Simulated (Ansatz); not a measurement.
Consider the ligand exchange at a Ti–N bond: `C[N](C)[Ti]([NH2])([NH2])[NH2]` + H–F → `[NH2][Ti]([NH2])([NH2])[F]` + `CNC`.

Calculated with Ansatz (gas phase, PBE0-D4/def2-TZVP geometries, no zero-point term in ΔE). CCSD(T)/CBS adds triple-zeta CCSD(T) − MP2 to the extrapolated MP2 energy (def2 sets, frozen cores). This one scheme is used for every species. DFT in def2-TZVPP. B3LYP here is the variant with VWN-RPA as its local correlation; programs differ in this. For Ti outer-core shells are correlated without core-valence functions, which leaves a few kJ/mol of doubt a bond. Scalar relativity is left out up to krypton. Each species was taken in one conformer, which may not be the lowest.

```json
{"level": "BLYP-D4", "ΔE (kcal/mol)": "-25.7", "difference from CCSD(T)/CBS": "-3.8"}
{"level": "PBE", "ΔE (kcal/mol)": "-28.8", "difference from CCSD(T)/CBS": "-6.9"}
{"level": "B3LYP", "ΔE (kcal/mol)": "-30.9", "difference from CCSD(T)/CBS": "-9.0"}
{"level": "r2SCAN0", "ΔE (kcal/mol)": "-28.3", "difference from CCSD(T)/CBS": "-6.4"}
{"level": "CCSD/def2-SVP", "ΔE (kcal/mol)": "-27.7", "difference from CCSD(T)/CBS": "-5.8"}
{"level": "HF/def2-TZVPP", "ΔE (kcal/mol)": "-34.3", "difference from CCSD(T)/CBS": "-12.4"}
{"level": "MP2/def2-TZVPP", "ΔE (kcal/mol)": "-21.0", "difference from CCSD(T)/CBS": "0.9"}
{"level": "SCS-MP2/def2-QZVPP", "ΔE (kcal/mol)": "-23.3", "difference from CCSD(T)/CBS": "-1.4"}
{"level": "MP2/CBS(def2)", "ΔE (kcal/mol)": "-19.8", "difference from CCSD(T)/CBS": "2.1"}
{"level": "CCSD/CBS(def2)", "ΔE (kcal/mol)": "-24.2", "difference from CCSD(T)/CBS": "-2.3"}
{"level": "CCSD(T)/CBS", "ΔE (kcal/mol)": "-21.9", "difference from CCSD(T)/CBS": "0"}
```

Largest T1 diagnostic among the species: 0.024, so the coupled-cluster value is less sure than usual.

At CCSD(T), def2-SVP lies −4.0 kcal/mol from the extrapolated value and def2-TZVPP −1.2 kcal/mol. The D4 term adds +4.7 kcal/mol with B3LYP and +2.8 kcal/mol with PBE0; it sums over pairs of atoms, weighted by their polarisabilities, and B3LYP, whose exchange is more repulsive, gets the larger term. Leaving LDA and LC-ωPBE aside and taking each functional with its dispersion term where it has one, the values, not all of them listed here, spread over 4.5 kcal/mol, from ωB97X-V to revPBE-D4. LDA lies +3.8 kcal/mol from PBE without D4.
